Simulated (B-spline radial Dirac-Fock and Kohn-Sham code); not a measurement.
I⁵⁺ 4d5/2: cross section and angular parameters

System: iodine as I⁵⁺, [Kr] 4d10 5s2; threshold 118.8 eV (orbital energy of the model). Calculated with a radial B-spline solver, using Dirac-Hartree-Slater photoionisation with a Latter tail; cross sections with all multipoles, angular parameters from the dipole term and its interference with E2.

```
hν (eV)  σ (kb)       β       γ       δ
    150     232  -0.452  -0.542   0.161
    248     526   0.232   0.119   0.014
    249     526   0.241   0.119   0.013
    260     532   0.332   0.112   0.010
    264     534   0.363   0.110   0.008
    300     525   0.586   0.081   0.001
    359     471   0.822   0.035  -0.003
    376     452   0.872   0.024  -0.003
    387     440   0.901   0.018  -0.003
    470     352   1.063  -0.017   0.000
    600     244   1.201  -0.032   0.006
    800     142   1.295  -0.002   0.015
   1420       ?       ?       ?       ?
   1440    37.0   1.326   0.211   0.037
   1740    22.6   1.302   0.315   0.046
   1870    18.6   1.289   0.358   0.051
   2380    9.47   1.235   0.512   0.067
   3330    3.47   1.135   0.746   0.097
   4000    1.94   1.072   0.881   0.119
 5414.7   0.715   0.961   1.107   0.166
   6550   0.371   0.888   1.245   0.204
  11100  0.0545   0.688   1.588   0.346
  11800  0.0433   0.665   1.623   0.366
  12000  0.0406   0.659   1.632   0.372
```

Q: Give the values at 1420 eV.

A: σ = 38.3 kb, β = 1.328, γ = 0.204, δ = 0.036.
